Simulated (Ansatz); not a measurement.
Relaxation of Cl2F2H3OW (9 atoms, charge 0, multiplicity 2), to a largest force component of 0.03 eV/Å in at most 50 steps.

The calculation used UHF/def2-SVP (Ansatz 0.2.0).

```xyz
9
Properties=species:S:1:pos:R:3
W 0.148 0.168 -0.050
F -0.014 0.261 1.784
O 1.915 -0.318 -0.077
H 2.329 -1.176 -0.064
Cl -0.182 2.442 -0.057
H -1.401 -0.399 0.039
Cl -0.001 -2.247 -0.073
F -0.147 0.243 -1.856
H -0.151 0.074 3.905
```

Problem. Where does it end, and by what steps?

Solution. The run converged. The force dipped under the threshold on the way, but the program's further checks kept it going. After 13 steps the energy has fallen by 0.138 eV; H9 moved furthest, 1.31 Å.

```tsv
step	energy less start (eV)	largest force component (eV/Å)	accepted
0	0.0000	0.642	yes
1	-0.0624	0.313	yes
2	-0.0946	0.314	yes
3	-0.1155	0.240	yes
4	-0.1273	0.223	yes
5	-0.1301	0.386	yes
6	-0.1339	0.131	yes
7	-0.1354	0.074	yes
8	-0.1361	0.045	yes
9	-0.1374	0.019	yes
10	-0.1373	0.042	no
11	-0.1376	0.006	yes
12	-0.1378	0.016	yes
13	-0.1378	0.010	yes
```

```xyz
9
Properties=species:S:1:pos:R:3
W 0.148 0.181 -0.214
F -0.101 0.310 1.597
O 1.919 -0.291 -0.214
H 2.300 -1.164 -0.194
Cl -0.095 2.469 -0.271
H -1.382 -0.442 -0.186
Cl 0.045 -2.247 -0.154
F -0.130 0.219 -2.026
H -0.207 0.015 5.212
```

Whether the end is a true minimum wasn't checked by a vibrational analysis.

Time of the run: 49 s on 4 threads of Arm Neoverse V2, with other jobs on the host, peak memory 0.46 GiB.
